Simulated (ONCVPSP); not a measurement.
## Plane-wave convergence, ONCV potential for oxygen

```json
{
 "Element": "oxygen (O)",
 "Generator": "ONCVPSP 4.0.1",
 "Type": "optimised norm-conserving Vanderbilt (ONCV)",
 "Functional": "LDA (Perdew-Wang 92)",
 "Relativity": "scalar-relativistic",
 "Frozen core": "[He]",
 "Valence charge": "6",
 "Reference configuration": "2s1.5 2p4.5",
 "Partial waves": "2s: rc 0.85 bohr, ncon 4, nbas 8, qcut 6.9 1/bohr, 1 projector; 2p: rc 2.05 bohr, ncon 4, nbas 7, qcut 5.5 1/bohr, 2 projectors, debl 0.6 Ha",
 "Local potential": "polynomial inside 0.70 bohr (lpopt 5, dvloc0 0 Ha)",
 "Core correction": "Teter function, fcfact 3.5, rcfact 1.2"
}
```

For each optimised wave give the share of its norm inside rc, the residual kinetic energy above qcut (Ha) and the cutoffs (Ha) for errors of 10, 1, 0.1 and 0.01 mHa per electron.

```
         wave  norm inside rc  residual KE  10 mHa  1 mHa  0.1 mHa  0.01 mHa
           2s           0.319      8.1e-03    22.8  122.5    232.3     272.6
           2p           0.871      3.3e-04    11.1   13.9     28.4      38.0
p projector 2           0.096      2.8e-04    10.1   13.5     17.7      38.8
```

The occupied waves need 122 Ha and 232 Ha for 1 and 0.1 mHa. Its largest configuration-test error is +10803 meV.
